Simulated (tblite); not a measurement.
hydrogen telluride (H2Te), singlet, geometry from GFN2-xTB; GFN1-xTB run with tblite.

tblite was given this input:
```
$ tblite run mol.xyz --method gfn1 --charge 0 --spin 0 --etemp 2000 --json tblite.json --no-restart

# file mol.xyz
3

Te    -0.00025927     0.04373338     0.00203842
H     -1.13139252    -1.14269398    -0.07705391
H      1.14487465    -1.13144164    -0.02894369
```

The log (banner, timings and long lists left out):

```
xTB calculator
 | screened Coulomb repulsion
 | Coulomb electrostatics
 |  * isotropic Klopman-Ohno-Mataga-Nishimoto electrostatics
 |  * onsite third-order electrostatics
 | DFT-D3(BJ) dispersion correction

halogen bonding energy    0.0000000000000E+00 Eh
repulsion energy          1.1767076212127E-02 Eh
dispersion energy        -3.7288283864787E-04 Eh
number of electrons       8.0000000000000E+00 e
integral cutoff           2.5289693214950E+01 bohr

------------------------------------------------------------
  cycle        total energy    energy error   density error
------------------------------------------------------------
      1     -4.841930393694  -4.8533246E+00   7.4309186E-02
      2     -4.843113146571  -1.1827529E-03   1.3948740E-02
      3     -4.843126003765  -1.2857194E-05   4.0968803E-03
      4     -4.843126059880  -5.6114644E-08   1.2969944E-04
      5     -4.843126065115  -5.2352354E-09   1.5095540E-06
------------------------------------------------------------

electronic energy        -4.8545202584882E+00 Eh
total energy             -4.8431260651148E+00 Eh

Post processing:
 | Mayer-Wiberg bond orders

[Info] JSON dump of results written to 'tblite.json'
```
